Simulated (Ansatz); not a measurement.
```yaml
crystal:
  periodic: [false, false, false]
  atoms:
    - {symbol: C, position_ang: [-0.218020, -1.566015, 1.149425]}
    - {symbol: O, position_ang: [0.322581, -0.437491, 0.507317]}
    - {symbol: W, position_ang: [-0.074907, 0.876427, -0.740186]}
    - {symbol: O, position_ang: [-0.476535, 0.160852, -2.236852]}
    - {symbol: O, position_ang: [-1.450366, 1.757493, -0.245057]}
    - {symbol: O, position_ang: [1.416127, 2.010830, -0.920553]}
    - {symbol: H, position_ang: [-1.109594, -1.287500, 1.716666]}
    - {symbol: H, position_ang: [-0.477445, -2.331571, 0.413995]}
    - {symbol: H, position_ang: [0.533751, -1.964115, 1.833272]}
    - {symbol: H, position_ang: [1.534387, 2.781111, -1.478019]}
basis:
  gaussian: {orbitals: def2-TZVP}
total_charge: 1
magnetization: {spin_polarized: true, initial_magnetization: 1}
hamiltonian: {xc: {name: PBE0}}
output: {forces: true}
```

```sh
$ ansatz run in.yaml --threads 8 --pin off --events-out ev --progress --plain --max-ram 18278MiB
```

Shortened log:

```
Functional definition: PBE0
1360 factors; their error is unknown
mean field evaluation 1: about -11076.1792 eV, gradient 9.2e1 eV
mean field evaluation 2: about -10861.8085 eV, gradient 2.4e2 eV
mean field evaluation 4: about -11095.0432 eV, gradient 4.9e1 eV
mean field evaluation 8: about -11104.0793 eV, gradient 5.9e0 eV
mean field evaluation 16: about -11104.2907 eV, gradient 2.1e-1 eV
mean field evaluation 32: about -11104.3189 eV, gradient 3.1e-4 eV
mean field -11104.31885774 eV, -408.0761912442 hartree, gradient 9.8e-6 eV, S^2 0.800291; 6 other end points of the search recorded, 0 dependent functions left out
reference -11104.31889084 eV, -408.0761924605 hartree; 28, 27 occupied and 191, 192 virtual orbitals, 1360 factors
Total energy: -11104.31889084 eV, -408.0761924605 hartree
Atom 0 at    -0.218020    -1.566015     1.149425 Å, force    -0.285839    -0.830661     0.526848 eV/Å
Atom 1 at     0.322581    -0.437491     0.507317 Å, force    -0.321086     1.675702    -1.500859 eV/Å
Atom 2 at    -0.074907     0.876427    -0.740186 Å, force     4.889515    -0.365520     2.692262 eV/Å
Atom 3 at    -0.476535     0.160852    -2.236852 Å, force    -1.045723    -0.729488    -1.888988 eV/Å
Atom 4 at    -1.450366     1.757493    -0.245057 Å, force    -2.059678     0.938729     0.194501 eV/Å
Atom 5 at     1.416127     2.010830    -0.920553 Å, force    -1.480872    -1.328945     0.340367 eV/Å
Atom 6 at    -1.109594    -1.287500     1.716666 Å, force     0.037831     0.071779    -0.029445 eV/Å
Atom 7 at    -0.477445    -2.331571     0.413995 Å, force     0.042797     0.063446    -0.039806 eV/Å
Atom 8 at     0.533751    -1.964115     1.833272 Å, force     0.034934     0.104376    -0.066501 eV/Å
Atom 9 at     1.534387     2.781111    -1.478019 Å, force     0.188122     0.400582    -0.228379 eV/Å
Dipole moment:     0.086568    -0.159566     0.171370 e Å
```

Hardware: 8 threads of an Arm Neoverse V2 on a shared host. Wall time 8 s, peak host memory 0.76 GiB.
